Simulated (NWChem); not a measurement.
C2H5ClF2Si; SMILES F[SiH2][C@@H](F)CCl

```xyz
11

F      0.6081    -2.6085    -0.1399
Si     0.8577    -1.0302     0.1573
C     -0.7457    -0.1275    -0.3641
F     -1.8298    -0.8918     0.0354
C     -0.8981     1.2404     0.2720
Cl     0.5469     2.2244    -0.0874
H      1.0597    -0.8563     1.6221
H      2.0371    -0.6051    -0.6376
H     -0.7803    -0.0264    -1.4643
H     -1.7822     1.7713    -0.1079
H     -0.9813     1.1492     1.3643
```
Atoms are numbered in this order, from 1.

All runs: NWChem. Medium grid unless said otherwise, to which SCAN and Minnesota functionals are sensitive. Structure relaxed at the PBE0/def2-SVP level.

Problem. Order these by “orbital gap (eV)”, lowest first: B3LYP/def2-SVP; LDA (Slater exchange, VWN5)/def2-SVP; TPSSh/def2-SVP; M06-2X/def2-SVP.

Solution. LDA (Slater exchange, VWN5)/def2-SVP (6.16), TPSSh/def2-SVP (7.75), B3LYP/def2-SVP (8.49), M06-2X/def2-SVP (11.24)
